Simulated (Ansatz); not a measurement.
Steps of a relaxation of CH$_{6}$O$_{2}$SSi (`C[Si](O)(O)S`) with RKS PBE0-D4/def2-TZVP.

```sh
$ ansatz run in.yaml --threads 4 --pin off --events-out ev --progress --plain --max-ram 10444MiB
```

```yaml
crystal:
  periodic: [false, false, false]
  atoms:
    - {symbol: C, position_ang: [-1.244745, 0.717405, 0.126613]}
    - {symbol: Si, position_ang: [0.440847, -0.085173, 0.101363]}
    - {symbol: O, position_ang: [1.013627, -0.583403, 1.598568]}
    - {symbol: O, position_ang: [1.480996, 1.099954, -0.447424]}
    - {symbol: S, position_ang: [0.439025, -1.890952, -1.112354]}
    - {symbol: H, position_ang: [-1.238114, 1.577909, 0.826307]}
    - {symbol: H, position_ang: [-2.029398, 0.004905, 0.448109]}
    - {symbol: H, position_ang: [-1.510997, 1.099778, -0.879511]}
    - {symbol: H, position_ang: [0.699693, -1.456127, 1.892480]}
    - {symbol: H, position_ang: [2.415612, 0.828864, -0.483306]}
    - {symbol: H, position_ang: [-0.401346, -1.370161, -2.050245]}
basis:
  gaussian: {orbitals: def2-TZVP}
hamiltonian: {xc: pbe0, dispersion: d4}
relax: {f_tol: 0.005, max_steps: 150}
```

Positions (Å) and forces (eV/Å) along the path, 11 of 12 steps:

```xyz
11
step=1 energy=-23936.3807 eV
C    -1.245    0.717    0.127   -0.172    0.094    0.026
Si    0.441   -0.085    0.101    0.564    0.301    0.322
O     1.014   -0.583    1.599   -0.572   -0.320   -0.738
O     1.481    1.100   -0.447    0.035   -1.009    0.329
S     0.439   -1.891   -1.112   -0.273    0.554   -0.078
H    -1.238    1.578    0.826    0.009   -0.414   -0.326
H    -2.029    0.005    0.448    0.387    0.329   -0.144
H    -1.511    1.100   -0.880    0.144   -0.197    0.471
H     0.700   -1.456    1.892    0.214    0.623   -0.211
H     2.416    0.829   -0.483   -0.650    0.215    0.011
H    -0.401   -1.370   -2.050    0.314   -0.177    0.340
11
step=2 energy=-23936.4424 eV
C    -1.243    0.715    0.132    0.003   -0.005   -0.001
Si    0.431   -0.083    0.100    0.472    0.269    0.267
O     1.003   -0.582    1.580   -0.305   -0.004   -0.478
O     1.471    1.079   -0.453   -0.200   -0.525    0.223
S     0.448   -1.871   -1.097   -0.152    0.178   -0.088
H    -1.231    1.570    0.820    0.005   -0.118   -0.094
H    -2.015    0.010    0.461    0.108    0.094   -0.039
H    -1.511    1.084   -0.865    0.031   -0.053    0.137
H     0.683   -1.440    1.874    0.075    0.166   -0.013
H     2.394    0.805   -0.492   -0.162    0.098   -0.020
H    -0.365   -1.345   -2.039    0.125   -0.100    0.107
11
step=3 energy=-23936.4557 eV
C    -1.234    0.714    0.141    0.030   -0.017    0.007
Si    0.432   -0.081    0.103   -0.046    0.201   -0.009
O     0.990   -0.570    1.571   -0.056   -0.063   -0.131
O     1.459    1.069   -0.442   -0.008   -0.086    0.027
S     0.433   -1.857   -1.098    0.037   -0.152   -0.031
H    -1.215    1.567    0.821   -0.008    0.043    0.029
H    -1.999    0.014    0.478   -0.038   -0.025    0.015
H    -1.509    1.077   -0.850   -0.023    0.010   -0.037
H     0.669   -1.420    1.874    0.017   -0.038    0.094
H     2.378    0.802   -0.494    0.068    0.062   -0.041
H    -0.340   -1.371   -2.085    0.026    0.066    0.077
11
step=4 energy=-23936.4592 eV
C    -1.236    0.711    0.140    0.010   -0.014   -0.017
Si    0.431   -0.083    0.100   -0.009    0.035    0.024
O     0.988   -0.577    1.563   -0.029   -0.051    0.027
O     1.458    1.063   -0.447    0.031   -0.022   -0.011
S     0.439   -1.869   -1.090   -0.036    0.025   -0.050
H    -1.215    1.570    0.814    0.000    0.029    0.019
H    -1.999    0.013    0.485   -0.025   -0.020    0.012
H    -1.517    1.067   -0.853   -0.022    0.012   -0.026
H     0.661   -1.423    1.873    0.023   -0.008    0.069
H     2.377    0.796   -0.508    0.042    0.053   -0.034
H    -0.321   -1.327   -2.057    0.015   -0.039   -0.014
11
step=5 energy=-23936.4605 eV
C    -1.237    0.713    0.142    0.006   -0.002   -0.005
Si    0.430   -0.083    0.102    0.009    0.042    0.009
O     0.988   -0.578    1.566   -0.052   -0.049   -0.026
O     1.459    1.063   -0.447    0.018   -0.055    0.012
S     0.436   -1.868   -1.092   -0.017    0.013   -0.023
H    -1.216    1.573    0.815   -0.002    0.010    0.005
H    -2.001    0.015    0.490   -0.006   -0.006    0.005
H    -1.520    1.067   -0.851   -0.010    0.001   -0.006
H     0.659   -1.422    1.879    0.026    0.009    0.055
H     2.379    0.796   -0.513    0.015    0.051   -0.029
H    -0.313   -1.333   -2.071    0.012   -0.014    0.003
11
step=6 energy=-23936.4582 eV rejected
C    -1.226    0.698    0.137    0.017   -0.054    0.003
Si    0.440   -0.105    0.090    0.001    0.156    0.057
O     0.988   -0.595    1.559    0.088    0.146   -0.092
O     1.463    1.053   -0.437   -0.072    0.051    0.002
S     0.457   -1.858   -1.142   -0.032   -0.051    0.013
H    -1.191    1.561    0.805    0.008    0.024    0.018
H    -1.987    0.007    0.502   -0.035   -0.019    0.002
H    -1.525    1.050   -0.853    0.001   -0.008   -0.023
H     0.612   -1.384    1.942   -0.082   -0.188    0.066
H     2.390    0.831   -0.517    0.094   -0.045   -0.018
H    -0.356   -1.317   -2.064    0.014   -0.009   -0.028
11
step=7 energy=-23936.4625 eV
C    -1.235    0.709    0.145    0.002    0.003    0.010
Si    0.433   -0.089    0.101    0.007    0.031   -0.008
O     0.986   -0.587    1.565   -0.029   -0.022   -0.023
O     1.461    1.058   -0.444    0.002   -0.020    0.015
S     0.439   -1.864   -1.109    0.003   -0.011    0.020
H    -1.207    1.575    0.811   -0.003   -0.003   -0.006
H    -1.996    0.015    0.507    0.007    0.002   -0.003
H    -1.530    1.055   -0.848    0.005   -0.009    0.005
H     0.634   -1.409    1.911    0.012    0.008    0.010
H     2.383    0.806   -0.530   -0.006    0.011   -0.012
H    -0.304   -1.325   -2.089   -0.001    0.010   -0.009
11
step=8 energy=-23936.4628 eV
C    -1.236    0.710    0.153   -0.041   -0.077   -0.161
Si    0.430   -0.089    0.105    0.011    0.007    0.020
O     0.978   -0.591    1.569   -0.002   -0.009   -0.005
O     1.463    1.055   -0.438   -0.003    0.001   -0.008
S     0.437   -1.862   -1.108   -0.006    0.005    0.001
H    -1.209    1.581    0.807    0.006    0.086    0.065
H    -1.992    0.015    0.525    0.010    0.015   -0.004
H    -1.537    1.044   -0.846    0.023   -0.030    0.091
H     0.622   -1.407    1.924   -0.002    0.001    0.000
H     2.377    0.793   -0.564   -0.001    0.001   -0.001
H    -0.269   -1.307   -2.107    0.004    0.000    0.002
11
step=9 energy=-23936.4633 eV
C    -1.236    0.710    0.153   -0.001    0.002   -0.001
Si    0.430   -0.089    0.106   -0.009    0.000   -0.009
O     0.976   -0.595    1.570    0.006    0.005    0.001
O     1.461    1.055   -0.438    0.005    0.000    0.003
S     0.437   -1.862   -1.107    0.000    0.001    0.000
H    -1.204    1.590    0.800    0.000   -0.003    0.000
H    -1.990    0.020    0.538   -0.003    0.000    0.003
H    -1.543    1.033   -0.844    0.004   -0.003    0.001
H     0.617   -1.410    1.923   -0.002   -0.004    0.002
H     2.375    0.794   -0.567    0.000    0.000   -0.001
H    -0.258   -1.302   -2.112    0.002    0.001    0.001
11
step=10 energy=-23936.4633 eV
C    -1.237    0.710    0.155    0.002   -0.001   -0.004
Si    0.429   -0.090    0.106    0.003   -0.002    0.005
O     0.975   -0.596    1.569    0.000    0.003   -0.001
O     1.460    1.054   -0.438    0.000   -0.002   -0.003
S     0.435   -1.863   -1.107    0.004    0.006    0.002
H    -1.202    1.593    0.798    0.001    0.000    0.000
H    -1.990    0.023    0.545   -0.004   -0.001    0.001
H    -1.547    1.028   -0.843    0.000    0.000    0.000
H     0.615   -1.410    1.923   -0.001   -0.002    0.003
H     2.374    0.793   -0.569   -0.001   -0.001    0.000
H    -0.248   -1.299   -2.117   -0.004    0.001   -0.005
11
step=12 energy=-23936.4633 eV
C    -1.236    0.709    0.155   -0.001    0.000    0.000
Si    0.430   -0.090    0.106   -0.001   -0.002    0.001
O     0.975   -0.596    1.570    0.001   -0.001    0.001
O     1.461    1.053   -0.438    0.001    0.003    0.000
S     0.437   -1.861   -1.109   -0.001    0.002    0.000
H    -1.202    1.592    0.798    0.000   -0.001    0.000
H    -1.990    0.022    0.544    0.000    0.001    0.000
H    -1.546    1.028   -0.843    0.000    0.000    0.000
H     0.613   -1.408    1.926    0.000    0.002   -0.001
H     2.374    0.792   -0.572   -0.001   -0.002    0.000
H    -0.249   -1.297   -2.116    0.000   -0.001   -0.001
```

Hardware: 4 threads of an Intel Xeon Platinum 8488C on a shared host. Wall time 29 s, peak host memory 0.58 GiB.
